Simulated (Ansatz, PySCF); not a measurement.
Molecule: SnBr (charge 0, doublet). SMILES: [Br][Sn]
Structure (B3LYP-D3(BJ)/def2-TZVP (Ansatz, an electronic-structure program) minimum search):
```
Sn
Br 1 2.5465
```
Charge 0, spin multiplicity 2.

Wanted: atomisation energy, in kcal/mol. Terms: LANL2DZ with its own core potentials from Na on; spin-orbit terms left out; def2 sets with scalar-relativistic core potentials past Kr; atomisation electronic, to ground-state atoms; valence correlation only (noble-gas shells and the d and f shells of earlier blocks); open shells spin-unrestricted; STO-3G and 3-21G all-electron and non-relativistic. Ab initio and DFT rows: single points at B3LYP-D3(BJ) geometries (Ansatz). The spin state of an ion or metal species was assumed, not searched.

| level | program | atomisation energy (kcal/mol) |
|---|---|---|
| HF/LANL2DZ | Ansatz | 40.4 |
| SVWN5/LANL2DZ | Ansatz | 84.4 |
| PBE/STO-3G | Ansatz | 115.2 |
| BLYP/LANL2DZ | Ansatz | 70.8 |
| BP86/def2-SVP | PySCF | 84.0 |
| B3LYP/STO-3G | Ansatz | 108.5 |
| B3LYP/3-21G | Ansatz | 73.7 |
| B3LYP/def2-SVP | Ansatz | 79.4 |
| PBE0/LANL2DZ | Ansatz | 70.1 |
| M06-2X/LANL2DZ | PySCF | 73.6 |
| MP2/STO-3G | Ansatz | 87.9 |
| MP2/3-21G | Ansatz | 57.4 |
| MP2/LANL2DZ | Ansatz | 53.8 |
| M06-2X/def2-TZVPD | PySCF | 77.4 |
| B2PLYP-D3(BJ)/def2-TZVPD | Ansatz + dftd3 | 81.6 |

No value to compare with is used here. The 13 habitual levels span 40.4 (HF/LANL2DZ) to 115.2 kcal/mol (PBE/STO-3G); M06-2X/def2-TZVPD gives 77.4.

The levels are drawn from those run, B3LYP/6-31G* more often than the rest, none by its result; runs whose electronic state is in doubt are left out.
